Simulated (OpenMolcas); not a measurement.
## Mo2+: moving or changing the point charges

Mo2+ among 6 point charges of -1.5 e arranged as a tetragonal octahedron (D4h), 1.91 Å from the ion, with the axial distance 2.101 Å. The active orbitals were held to one l.

```
Program             : OpenMolcas 26.06
Method              : CASSCF
Basis               : ANO-RCC-VDZP [6s5p3d1f]
Scalar Hamiltonian  : DKH2, point nucleus
Active space        : 4 electrons in 5 orbitals (4d)
State averaging     : 2S+1 = 5 even, 5 roots; 2S+1 = 3 even, 45 roots; 2S+1 = 1 even, 50 roots
Spin-orbit coupling : state interaction with AMFI integrals over the reference wave functions
```

Runs around this geometry, states (labels of D4, the rotations of D4h). Energies in cm-1 above the lowest state or level, χT in cm3 K/mol.

```json
{"R (Å)": "1.91", "q (e)": "-0.98", "Axial / equatorial distance": "1.1", "Ground state": "5B1", "First state of that spin": "5A1 4566", "First gap with spin-orbit (degeneracies)": "2.7 (1, 1)", "χT at 300 K": "2.804", "First state of another spin": "3E 8412"}
{"R (Å)": "1.91", "q (e)": "-1.5", "Axial / equatorial distance": "1.1", "Ground state": "5B1", "First state of that spin": "5A1 6793", "First gap with spin-orbit (degeneracies)": "6.9 (1, 1)", "χT at 300 K": "2.804", "First state of another spin": "3E 3815"}
{"R (Å)": "2.02", "q (e)": "-1.5", "Axial / equatorial distance": "1.1", "Ground state": "5B1", "First state of that spin": "5A1 5903", "First gap with spin-orbit (degeneracies)": "3.2 (1, 1)", "χT at 300 K": "2.827", "First state of another spin": "3E 6673"}
{"R (Å)": "1.91", "q (e)": "-1.5", "Axial / equatorial distance": "1.19", "Ground state": "5B1", "First state of that spin": "5A1 11279", "First gap with spin-orbit (degeneracies)": "2.6 (1, 1)", "χT at 300 K": "2.860", "First state of another spin": "3E 6499"}
```

Taking the first state of the same spin as R^-n, n = -ln(5903 / 6793) / ln(2.02 / 1.91) = 2.5 between the shortest and longest distance.

Scaling the charges by -0.98 / -1.5 = 0.65 scales the first state of the same spin by 4566 / 6793 = 0.67; with fixed orbitals a first-order splitting would follow the charge.

Without dynamic correlation the repulsion within the d shell is too large (B by tens of per cent), so at a given field states of lower spin stand too high. This shell can be high or low spin here, a state of another spin lies low, and with metal d orbitals alone active their balance is uncertain, so the ground spin may be wrong. Point charges give a weaker field than real ligands, and real ions of this kind are as a rule low spin; the high spin found here belongs to the model. This is an electrostatic model: the charges have no orbitals. No measured value stands beside these numbers.
